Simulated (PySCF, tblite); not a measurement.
One entry of a table of gas-phase calculations, keyed by method. Lists by class give the value and the number of equivalent atoms.

```json
{
 "formula": "C6H7FN",
 "smiles": "[H]/N=C(/[CH]/C=C/F)C=C",
 "inchi": "InChI=1S/C6H7FN/c1-2-6(8)4-3-5-7/h2-5,8H,1H2/b5-3+,8-6+",
 "charge": 0,
 "multiplicity": 2,
 "geometry_level": "GFN2-xTB",
 "atoms_angstrom": [
  ["C", -2.948, 0.294, 0.389],
  ["C", -1.811, -0.359, 0.192],
  ["C", -0.522, 0.291, -0.123],
  ["N", -0.387, 1.477, -0.608],
  ["C", 0.652, -0.479, 0.137],
  ["C", 1.934, 0.036, -0.054],
  ["C", 3.064, -0.669, 0.187],
  ["F", 4.273, -0.133, -0.007],
  ["H", -3.007, 1.37, 0.346],
  ["H", -3.866, -0.218, 0.621],
  ["H", -1.784, -1.437, 0.272],
  ["H", -1.265, 1.96, -0.777],
  ["H", 0.537, -1.488, 0.505],
  ["H", 2.007, 1.052, -0.414],
  ["H", 3.117, -1.689, 0.542]
 ],
 "electronic_structure_code": "PySCF",
 "results": {
  "GFN2-xTB geometry": {
   "point_group": "C1",
   "rotational_constants_GHz": [8.444, 0.767, 0.707]
  },
  "GFN2-xTB harmonic vibrations, gas phase": {
   "strongest_ir_bands_cm-1_km_per_mol_modes": [
    [767.0, 48.2, 1],
    [1114.9, 216.6, 1],
    [1423.9, 51.3, 1],
    [1507.1, 166.3, 1],
    [1564.6, 89.5, 1],
    [3073.8, 41.1, 2]
   ],
   "zpe_kcal_per_mol": 69.8
  },
  "UKS B3LYP, pcH-1 on C F H N, non-relativistic, mean-field spin-orbit, GIAO": {
   "g_iso": 2.00372,
   "g_tensor": [2.00211, 2.00364, 2.00542],
   "s2": 0.788,
   "a_iso_by_class_MHz": [
    ["19F", 74.5, 1],
    ["13C", 48.7, 1],
    ["13C", 44.3, 1],
    ["13C", -39.3, 1],
    ["13C", -37.1, 1]
   ],
   "spin_populations_mulliken_by_atom": [-0.04, 0.03, -0.15, 0.36, 0.58, -0.2, 0.43, 0.04, 0.0, 0.0, 0.0, -0.01, -0.03, 0.01, -0.02]
  }
 }
}
```

The zero-point energy, half the sum of the 39 harmonic wavenumbers, equals 24420 cm⁻¹ or 292 kJ/mol. At 9.50 GHz, hν = g·μB·B₀ (B₀ the magnetic field) puts the centre of the isotropic spectrum, to first order, at 338.7 mT.

 In GFN2-xTB open shells enter through the occupations alone, without spin polarisation, so single modes can be far off. Hyperfine couplings depend on the geometry, which wasn't re-optimised at a DFT level. The unpaired spin is shared among atoms: the largest Mulliken spin population is 0.58.

For the vibration job (GFN2-xTB), the run took 0.33 s on one thread of an Arm Neoverse V2, shared host with 96 logical CPUs at a one-minute load of 50.

Conformer computed: `[H]/[N:4]=[C:3](\[CH:2]=[CH2:1])[CH:5]/[CH:6]=[CH:7]/[F:8]`: C1–C2–C3–N4 -21°, C2–C3–C5–C6 -177°, C3–C5–C6–C7 180°.

One conformer stands for the species.
